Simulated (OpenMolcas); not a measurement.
Rh4+ in a point-charge field

Rh4+ among 4 point charges of -2.5 e arranged as a tetrahedron (Td), 2.17 Å from the ion.

* Program: OpenMolcas
* Method: CASSCF
* Basis: ANO-RCC-VDZP [6s5p3d1f]
* Scalar Hamiltonian: DKH2, point nucleus
* Active space: 5 electrons in 5 orbitals (4d)
* State averaging: 2S+1 = 6 even, 1 root; 2S+1 = 4 even, 24 roots; 2S+1 = 2 even, 75 roots
* Spin-orbit coupling: RASSI with atomic mean-field integrals over the reference wave functions

The lowest spin-free states (labels of Td), above the lowest:

| State | Degeneracy | E (cm-1) | Free-ion L (%) |
| --- | --- | --- | --- |
| 6A1 | 1 | 0.0 | S (100) |
| 4T1 | 3 | 29527 | G (89) |
| 4T2 | 3 | 30159 | G (99) |
| 4A1 | 1 | 30246 | G (100) |
| 4E | 2 | 30283 | G (100) |
| 4T1 | 3 | 36049 | P (89) |
| 4T2 | 3 | 37016 | D (98) |
| 4E | 2 | 37234 | D (100) |
| 2T2 | 3 | 42434 | I (89) |
| 2A2 | 1 | 42857 | I (93) |
| 2T1 | 3 | 42887 | I (95) |
| 2T2 | 3 | 43164 | I (97) |
| 2E | 2 | 43312 | I (99) |
| 2A1 | 1 | 43339 | I (100) |
| 2T2 | 3 | 47752 | D (63) |
| 2E | 2 | 49037 | D (91) |
| 4A2 | 1 | 50056 | F (100) |
| 2T1 | 3 | 50235 | F (91) |
| 4T1 | 3 | 50417 | F (100) |
| 4T2 | 3 | 50551 | F (98) |

The lowest levels with spin-orbit coupling:

```json
{"E (cm-1)": "0.0", "Degeneracy": "6", "Label": "", "2S+1": "6", "g": ""}
{"E (cm-1)": "29141", "Degeneracy": "4", "Label": "Γ8", "2S+1": "4", "g": ""}
{"E (cm-1)": "29443", "Degeneracy": "2", "Label": "Γ6", "2S+1": "4", "g": "1.99 1.99 1.99"}
{"E (cm-1)": "29450", "Degeneracy": "2", "Label": "Γ7", "2S+1": "4", "g": "2.37 2.37 2.37"}
{"E (cm-1)": "29510", "Degeneracy": "4", "Label": "Γ8", "2S+1": "4", "g": ""}
{"E (cm-1)": "29980", "Degeneracy": "2", "Label": "Γ7", "2S+1": "4", "g": "1.08 1.08 1.08"}
{"E (cm-1)": "30056", "Degeneracy": "2", "Label": "Γ6", "2S+1": "4", "g": "1.62 1.62 1.62"}
{"E (cm-1)": "30056", "Degeneracy": "4", "Label": "Γ8", "2S+1": "4", "g": ""}
{"E (cm-1)": "30131", "Degeneracy": "4", "Label": "Γ8", "2S+1": "4", "g": ""}
{"E (cm-1)": "30260", "Degeneracy": "4", "Label": "Γ8", "2S+1": "4", "g": ""}
{"E (cm-1)": "30305", "Degeneracy": "2", "Label": "Γ7", "2S+1": "4", "g": "0.74 0.74 0.74"}
{"E (cm-1)": "30335", "Degeneracy": "2", "Label": "Γ6", "2S+1": "4", "g": "3.06 3.06 3.06"}
{"E (cm-1)": "30449", "Degeneracy": "4", "Label": "Γ8", "2S+1": "4", "g": ""}
{"E (cm-1)": "33981", "Degeneracy": "2", "Label": "Γ7", "2S+1": "4", "g": "2.35 2.35 2.35"}
{"E (cm-1)": "34094", "Degeneracy": "4", "Label": "Γ8", "2S+1": "4", "g": ""}
{"E (cm-1)": "34593", "Degeneracy": "4", "Label": "Γ8", "2S+1": "4", "g": ""}
{"E (cm-1)": "35496", "Degeneracy": "2", "Label": "Γ6", "2S+1": "4", "g": "1.99 1.99 1.99"}
{"E (cm-1)": "36518", "Degeneracy": "2", "Label": "Γ7", "2S+1": "4", "g": "4.23 4.23 4.23"}
{"E (cm-1)": "37015", "Degeneracy": "4", "Label": "Γ8", "2S+1": "4", "g": ""}
{"E (cm-1)": "37302", "Degeneracy": "2", "Label": "Γ6", "2S+1": "4", "g": "3.25 3.25 3.25"}
```

Powder χT (cm3 K/mol): 4.37 at 2 K, 4.37 at 10 K, 4.37 at 50 K, 4.37 at 100 K, 4.37 at 200 K, 4.37 at 300 K. The effective moment at 300 K is 2.828 √(χT) = 5.91 μB.

The lowest level has 2S+1 = 6, for which the spin-only value is χT = S(S+1) / 2 = 4.375 cm3 K/mol (g = 2). The computed 4.368 at 300 K differs by -0.007, through a little spin-orbit mixing out of the ground term, against the free-electron g of 2.0023, which raises it.

A least-squares ligand-field fit to the states below 45000 cm-1, each weighted by its degeneracy and with a free common offset, gives 10Dq = -2262 cm-1 (negative for this site), B = 998 cm-1 and C = 4048 cm-1 (C/B = 4.06), with an rms deviation of 23 cm-1.

Without dynamic correlation the repulsion within the d shell is too large (B by tens of per cent), so at a given field states of lower spin stand too high. Point charges give a weaker field than real ligands, and real ions of this kind are as a rule low spin; the high spin found here belongs to the model. This is an electrostatic model: the charges have no orbitals. No measured value stands beside these numbers.

The RASSCF and RASSI steps took 32 s on 1 thread of Arm Neoverse V1 (shared host); the integral step is not counted.
